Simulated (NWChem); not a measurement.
System: Si2NH4OCl; SMILES O1[Si@@H](Cl)N[SiH2]1

The following NWChem deck was run.

```
start job
memory heap 200 mb stack 900 mb global 1100 mb
geometry units angstroms noautosym nocenter noautoz
  Cl     0.029631    -2.163155     0.379187
  Si    -0.053882    -0.393519    -0.670000
  N     -1.207525     0.759704    -0.088137
  Si     0.094174     1.843192     0.358732
  O      1.172537     0.679397    -0.250655
  H     -0.074161    -0.767255    -2.101517
  H     -2.210166     0.753899     0.037512
  H      0.161367     3.128577    -0.390664
  H      0.269280     2.107280     1.814351
end
basis spherical
  * library 6-31g*
end
dft
  xc hfexch
  iterations 150
  mulliken
end
task dft energy
esp
  recalculate
  probe 0.07
  range 0.3
  factor 1.0
  spacing 0.02
end
task esp
```

Output (shortened):

```
             Northwest Computational Chemistry Package (NWChem) 7.3.0
             --------------------------------------------------------

                             Geometry "geometry" -> ""
                             -------------------------

 Output coordinates in angstroms (scale by  1.889725989 to convert to a.u.)

  No.       Tag          Charge          X              Y              Z
 ---- ---------------- ---------- -------------- -------------- --------------
    1 Cl                  17.0000     0.02963100    -2.16315500     0.37918700
    2 Si                  14.0000    -0.05388200    -0.39351900    -0.67000000
    3 N                    7.0000    -1.20752500     0.75970400    -0.08813700
    4 Si                  14.0000     0.09417400     1.84319200     0.35873200
    5 O                    8.0000     1.17253700     0.67939700    -0.25065500
    6 H                    1.0000    -0.07416100    -0.76725500    -2.10151700
    7 H                    1.0000    -2.21016600     0.75389900     0.03751200
    8 H                    1.0000     0.16136700     3.12857700    -0.39066400
    9 H                    1.0000     0.26928000     2.10728000     1.81435100

 Effective nuclear repulsion energy (a.u.)     370.2566378509

  xc_inp: hfexch multiplicative factor not found.

                                 NWChem DFT Module
                                 -----------------

 Summary of "ao basis" -> "ao basis" (spherical)
 ------------------------------------------------------------------------------
       Tag                 Description            Shells   Functions and Types
 ---------------- ------------------------------  ------  ---------------------
 Cl                          6-31g*                  8       18   4s3p1d
 Si                          6-31g*                  8       18   4s3p1d
 N                           6-31g*                  6       14   3s2p1d
 O                           6-31g*                  6       14   3s2p1d
 H                           6-31g*                  2        2   2s

            General Information
            -------------------
          SCF calculation type: DFT
          Wavefunction type:  closed shell.
          No. of atoms     :     9
          No. of electrons :    64
           Alpha electrons :    32
            Beta electrons :    32
          Charge           :     0
          Spin multiplicity:     1
          Use of symmetry is: off; symmetry adaption is: off
          Maximum number of iterations: 150
          AO basis - number of functions:    90
                     number of shells:    44
          Convergence on energy requested:  1.00D-06
          Convergence on density requested:  1.00D-05
          Convergence on gradient requested:  5.00D-04

              XC Information
              --------------
                     Hartree-Fock (Exact) Exchange  1.000

      Superposition of Atomic Density Guess
      -------------------------------------

 Sum of atomic energies:       -1168.12621839

      Non-variational initial energy
      ------------------------------

 Total energy =   -1170.113795
 1-e energy   =   -2352.714701
 2-e energy   =     812.344268
 HOMO         =      -0.340630
 LUMO         =       0.021651

     ---------------------------------------------
      Total Density - Mulliken Population Analysis
     ---------------------------------------------

    Atom       Charge   Shell Charges
 -----------   ------   -------------------------------------------------------
    1 Cl  17    17.40   2.00  2.00  5.98  1.38  3.70  0.57  1.76  0.01
    2 Si  14    12.71   2.00  2.00  5.97  0.85  1.24  0.16  0.24  0.25
    3 N    7     8.17   2.00  0.82  2.69  0.81  1.85  0.01
    4 Si  14    12.96   2.00  2.00  5.97  0.89  1.35  0.23  0.30  0.21
    5 O    8     9.03   2.00  0.94  3.15  0.92  2.01  0.01
    6 H    1     1.03   0.46  0.57
    7 H    1     0.55   0.40  0.15
    8 H    1     1.07   0.47  0.60
    9 H    1     1.07   0.47  0.60

   convergence    iter        energy       DeltaE   RMS-Dens  Diis-err
 ---------------- ----- ----------------- --------- --------- ---------
 d= 0,ls=0.0,diis     1  -1169.0184450163 -1.54D+03  8.71D-03  8.07D-01
 d= 0,ls=0.0,diis     2  -1169.0965052914 -7.81D-02  3.17D-03  2.59D-01
 d= 0,ls=0.0,diis     3  -1169.1226673137 -2.62D-02  9.46D-04  6.70D-03
 d= 0,ls=0.0,diis     4  -1169.1237336454 -1.07D-03  2.42D-04  5.61D-04
 d= 0,ls=0.0,diis     5  -1169.1238140576 -8.04D-05  6.71D-05  3.53D-05
  Resetting Diis
 d= 0,ls=0.0,diis     6  -1169.1238197633 -5.71D-06  2.55D-05  2.64D-06
 d= 0,ls=0.0,diis     7  -1169.1238204074 -6.44D-07  7.28D-06  1.96D-07

         Total DFT energy =    -1169.123820407388
      One electron energy =    -2355.566055622973
           Coulomb energy =      901.033240289001
    Exchange-Corr. energy =      -84.847642924280
 Nuclear repulsion energy =      370.256637850864

 Numeric. integr. density =        0.000000000000

                       DFT Final Molecular Orbital Analysis
                       ------------------------------------

 Vector   30  Occ=2.000000D+00  E=-4.635003D-01
              MO Center=  2.4D-01, -8.3D-01,  2.4D-01, r^2= 4.8D+00
   Bfn.  Coefficient  Atom+Function         Bfn.  Coefficient  Atom+Function
  ----- ------------  ---------------      ----- ------------  ---------------
     7      0.476999  1 Cl px                11      0.267830  1 Cl px
     9      0.230025  1 Cl pz                 8      0.224728  1 Cl py
    73     -0.217439  5 O  pz                77     -0.189180  5 O  pz
    72      0.186562  5 O  py                 3     -0.184432  1 Cl px
    76      0.161174  5 O  py                88     -0.148590  8 H  s

 Vector   31  Occ=2.000000D+00  E=-4.555032D-01
              MO Center= -3.5D-02, -1.3D+00, -1.0D-02, r^2= 3.7D+00
   Bfn.  Coefficient  Atom+Function         Bfn.  Coefficient  Atom+Function
  ----- ------------  ---------------      ----- ------------  ---------------
     9      0.519706  1 Cl pz                13      0.296149  1 Cl pz
    84      0.231653  6 H  s                  7     -0.206174  1 Cl px
     8      0.202468  1 Cl py                 5     -0.200648  1 Cl pz
    40      0.160248  3 N  py                83      0.148866  6 H  s
    44      0.141601  3 N  py                27     -0.132808  2 Si pz

 Vector   32  Occ=2.000000D+00  E=-4.187903D-01
              MO Center= -7.5D-01,  8.1D-01,  4.1D-03, r^2= 3.2D+00
   Bfn.  Coefficient  Atom+Function         Bfn.  Coefficient  Atom+Function
  ----- ------------  ---------------      ----- ------------  ---------------
    41      0.430874  3 N  pz                45      0.413282  3 N  pz
    40     -0.206763  3 N  py                44     -0.201137  3 N  py
    90     -0.194834  9 H  s                 88      0.190540  8 H  s
     8     -0.169560  1 Cl py                84      0.127370  6 H  s
     7      0.126329  1 Cl px                89     -0.116491  9 H  s

 Vector   33  Occ=0.000000D+00  E= 1.110641D-01
              MO Center= -1.4D-01,  1.3D+00,  1.3D-01, r^2= 6.0D+00
   Bfn.  Coefficient  Atom+Function         Bfn.  Coefficient  Atom+Function
  ----- ------------  ---------------      ----- ------------  ---------------
    61      0.836316  4 Si px                42      0.632052  3 N  s
    74     -0.496236  5 O  s                 29      0.462799  2 Si px
    28     -0.268584  2 Si s                 60     -0.257429  4 Si s
    57      0.242526  4 Si px                25      0.229393  2 Si px
    62     -0.164246  4 Si py                11     -0.148010  1 Cl px

 Vector   34  Occ=0.000000D+00  E= 1.650411D-01
              MO Center= -2.0D-01,  1.9D+00,  4.1D-01, r^2= 6.2D+00
   Bfn.  Coefficient  Atom+Function         Bfn.  Coefficient  Atom+Function
  ----- ------------  ---------------      ----- ------------  ---------------
    62      1.712281  4 Si py                63      0.764016  4 Si pz
    42      0.734669  3 N  s                 60     -0.558013  4 Si s
    29      0.501742  2 Si px                88     -0.492671  8 H  s
    30      0.482018  2 Si py                90     -0.465246  9 H  s
    74      0.337816  5 O  s                 28      0.329429  2 Si s

 Vector   35  Occ=0.000000D+00  E= 1.720138D-01
              MO Center= -2.8D-01,  1.4D-02, -6.2D-01, r^2= 6.9D+00
   Bfn.  Coefficient  Atom+Function         Bfn.  Coefficient  Atom+Function
  ----- ------------  ---------------      ----- ------------  ---------------
    30      1.204348  2 Si py                10      0.789402  1 Cl s
    29      0.712973  2 Si px                28     -0.700609  2 Si s
    61     -0.703581  4 Si px                84      0.386687  6 H  s
    12      0.341128  1 Cl py                13     -0.336846  1 Cl pz
    62     -0.332254  4 Si py                44     -0.330451  3 N  py

     ---------------------------------------------
      Total Density - Mulliken Population Analysis
     ---------------------------------------------

    Atom       Charge   Shell Charges
 -----------   ------   -------------------------------------------------------
    1 Cl  17    17.36   2.00  2.00  5.98  1.35  3.61  0.63  1.78  0.02
    2 Si  14    12.77   2.00  2.00  5.98  0.83  1.50  0.00  0.09  0.37
    3 N    7     8.08   2.00  0.73  2.48  0.89  1.95  0.01
    4 Si  14    12.86   2.00  2.00  5.98  0.84  1.54  0.09  0.10  0.31
    5 O    8     8.88   2.00  0.88  2.88  1.00  2.10  0.02
    6 H    1     1.13   0.50  0.63
    7 H    1     0.61   0.48  0.13
    8 H    1     1.16   0.50  0.66
    9 H    1     1.16   0.50  0.66

     -------------------------------------------
      Total Density - Lowdin Population Analysis
     -------------------------------------------

    Atom       Charge   Shell Charges
 -----------   ------   -------------------------------------------------------
    1 Cl  17    17.19   2.00  1.99  5.92  1.14  3.37  0.67  2.09  0.02
    2 Si  14    13.27   2.00  1.97  5.89  0.55  1.41  0.29  0.64  0.53
    3 N    7     7.72   1.99  0.69  2.37  0.58  2.07  0.03
    4 Si  14    13.27   2.00  1.97  5.89  0.58  1.45  0.32  0.62  0.44
    5 O    8     8.60   1.99  0.86  2.77  0.72  2.22  0.03
    6 H    1     1.06   0.51  0.56
    7 H    1     0.72   0.45  0.27
    8 H    1     1.08   0.51  0.57
    9 H    1     1.08   0.51  0.57

     Multipole analysis of the density
     ---------------------------------

     L   x y z        total         alpha         beta         nuclear
     -   - - -        -----         -----         ----         -------
     0   0 0 0     -0.000000    -32.000000    -32.000000     64.000000

     1   1 0 0     -0.960878     -0.614379     -0.614379      0.267880
     1   0 1 0      0.758288      0.854040      0.854040     -0.949791
     1   0 0 1     -0.160449      1.029130      1.029130     -2.218708

     2   2 0 0    -36.729778    -65.456834    -65.456834     94.183890
     2   1 1 0     -1.067245     -2.411487     -2.411487      3.755728
     2   1 0 1      0.058959     -0.080566     -0.080566      0.220090
     2   0 2 0    -38.780851   -291.499149   -291.499149    544.217446
     2   0 1 1      2.167095     -1.442684     -1.442684      5.052463
     2   0 0 2    -38.149857    -52.910437    -52.910437     67.671017

                     NWChem Electrostatic Potential Fit Module
                     -----------------------------------------

 Atom parameters

 Number of atoms is                                    9
 Number of basis functions is                         90

 Grid parameters

 Maximum number of grid points is                  41623
 Number of grid points is                          41622
 Grid range                                     0.300000 nm
 Grid spacing                                   0.020000 nm
 Probe radius                                   0.070000 nm
 Atom radius factor                             1.000000

 Atomic radii

    1    0.100000
    7    0.140000
    8    0.136000
   14    0.187000
   17    0.169000
 FASTESP  F
  using M.O. file = ./job.movecs

    Atom              Coordinates                           Charge

                                                  ESP

    1 Cl    0.002963   -0.216316    0.037919   -0.316830
    2 Si   -0.005388   -0.039352   -0.067000    1.109066
    3 N    -0.120753    0.075970   -0.008814   -1.045719
    4 Si    0.009417    0.184319    0.035873    1.085559
    5 O     0.117254    0.067940   -0.025066   -0.699142
    6 H    -0.007416   -0.076726   -0.210152   -0.166867
    7 H    -0.221017    0.075390    0.003751    0.414916
    8 H     0.016137    0.312858   -0.039066   -0.194636
    9 H     0.026928    0.210728    0.181435   -0.186347
                                            ------------
                                               -0.000000

 Dipole moment                                  1.263159

 Quadrupole moment Qxx                          4.019385
                   Qyy                         -6.392465
                   Qzz                          2.373080

 RMS deviation kJ/mol                           0.065310

 RRMS %                                        28.323555
```

Level: Hartree-Fock/6-31G* (spherical d). All runs use the structure optimised with PBE0/def2-SVP.
